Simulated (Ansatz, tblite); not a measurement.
Forces on Si₅B⁻ at its PBE-D4/def2-SVPD geometry. The state is a singlet with charge -1.

The xTB rows come from tblite. Correlated methods freeze 26 core orbitals. The restricted singlet is unstable towards broken spin symmetry in Hartree–Fock (as tested in another run); at B2PLYP/def2-TZVPD this wasn't settled. The structure comes from a short search, and lower isomers may exist.

GFN2-xTB (tblite), largest force 1.73 eV/Å:

```xyz
6
positions Å, forces eV/Å
B    -0.406    0.694    1.189   -0.202   -0.016   -0.754
Si   -0.166   -1.344    0.753    0.884   -0.058    0.296
Si    0.326    0.681   -2.816    0.130   -0.524    1.642
Si   -0.361    1.040   -0.700    0.027    0.742    0.201
Si   -0.581   -0.239    2.820    0.131   -0.090   -1.437
Si    1.188   -0.832   -1.246   -0.970   -0.054    0.052
```

B2PLYP/def2-TZVPD (Ansatz), largest force 0.37 eV/Å:

```
B 0.010 -0.190 0.009
Si -0.014 0.288 0.002
Si 0.042 -0.079 0.252
Si 0.094 -0.315 0.163
Si 0.034 0.106 -0.340
Si -0.165 0.190 -0.085
```
